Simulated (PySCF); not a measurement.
Bromine: highly charged ions in a basis for the neutral atom

Br⁸⁺ [Ar] 3d9, Br⁹⁺ [Ar] 3d8. Calculation: PySCF 2.14, in aug-cc-pVDZ-DK (6s5p3d, 36 functions); scalar relativity by spin-free X2C-1e. No spin-orbit coupling, so a gap to NIST mixes the basis error with missing relativistic terms.

Changed run: basis of the neutral atom used for a highly charged ion. This setting is unsound on purpose.

```csv
species,method,sound run (hartree),changed run (hartree),converged
Br⁸⁺,UHF,not run,-2584.00874,yes
Br⁸⁺,TPSS,not run,-2585.38875,yes
Br⁸⁺,PBE0,not run,-2585.15412,yes
Br⁹⁺,UHF,not run,-2575.49568,yes
Br⁹⁺,TPSS,not run,-2576.83090,yes
Br⁹⁺,PBE0,not run,-2576.57476,yes
```

Ionisation energy of Br⁸⁺:

```json
{"method": "UHF", "changed run (eV)": "231.65", "NIST (eV)": "224 ± 2.2"}
{"method": "TPSS", "changed run (eV)": "232.87", "NIST (eV)": "224 ± 2.2"}
{"method": "PBE0", "changed run (eV)": "233.46", "NIST (eV)": "224 ± 2.2"}
```

The contracted functions were made for the neutral atom and can be too rigid for a highly charged ion.
